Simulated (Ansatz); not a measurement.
Born–Oppenheimer molecular dynamics of CH8FNSi3 (14 atoms, charge 0, multiplicity 1). It starts at the highest image of a converged band. Of that band: Neighbouring images differ by up to 1.7 eV, so the band resolves the path poorly. A vibrational analysis at the climbing image gives one clearly imaginary mode, 1510i cm⁻¹: a first-order saddle point.

Level of theory: Ansatz 0.2.0, RKS PBE0/STO-3G.

| Quantity | Value |
| --- | --- |
| ensemble | NVE (velocity Verlet) |
| time step | 0.5 fs |
| steps asked | 149 |
| starting velocities drawn for | 100 K |
| seed | 9587 |

First frame:

```xyz
14
Properties=species:S:1:pos:R:3
F -2.522 0.475 0.268
Si -1.088 1.259 0.046
Si 0.449 1.488 1.688
N 1.251 0.334 0.414
C 0.239 0.084 -0.679
Si -0.243 -1.734 -0.831
H -1.360 2.379 -0.842
H 1.688 1.657 0.770
H 0.099 0.681 2.864
H 1.950 -0.419 0.604
H 0.621 0.418 -1.660
H -0.791 -2.217 0.414
H 0.920 -2.529 -1.151
H -1.225 -1.905 -1.875
```

(1) How far do the bonds stretch over the last three quarters of this one trajectory? (Pairs bonded in most of those frames.)

Results:

(1) 
| bond | mean (Å) | spread (Å) | shortest | longest |
| --- | --- | --- | --- | --- |
| F1–Si2 | 1.659 | 0.015 | 1.63 | 1.68 |
| Si2–Si3 | 2.303 | 0.021 | 2.27 | 2.33 |
| Si2–C5 | 1.928 | 0.014 | 1.91 | 1.95 |
| Si2–H7 | 1.462 | 0.007 | 1.45 | 1.48 |
| Si3–N4 | 2.153 | 0.117 | 1.94 | 2.33 |
| Si3–H9 | 1.504 | 0.022 | 1.46 | 1.56 |
| N4–C5 | 1.570 | 0.028 | 1.53 | 1.62 |
| N4–H8 | 1.077 | 0.062 | 0.97 | 1.19 |
| N4–H10 | 1.060 | 0.020 | 1.02 | 1.09 |
| C5–Si6 | 1.889 | 0.020 | 1.85 | 1.92 |
| C5–H11 | 1.106 | 0.009 | 1.09 | 1.12 |
| Si6–H12 | 1.442 | 0.018 | 1.42 | 1.47 |
| Si6–H13 | 1.446 | 0.004 | 1.44 | 1.45 |
| Si6–H14 | 1.443 | 0.008 | 1.43 | 1.45 |

Mean temperature of the second half: 648 K. The conserved energy stayed within 0.32 meV per atom of its start (net change -0.079 meV per atom), so the integration is sound. The system heated up, since it started high on the potential surface and ran downhill. A run of 0.074 ps of so small a system gives no equilibrium averages. The orbitals stay closed-shell, which can raise the energy where a bond breaks towards radicals; this wasn't checked here. Limits of this set-up: minimal basis.

The run took 12 min on 1 thread of Intel(R) Xeon(R) Platinum 8259CL CPU @ 2.50GHz (Skylake/Cascade Lake), on a shared host, peak memory 0.16 GiB.
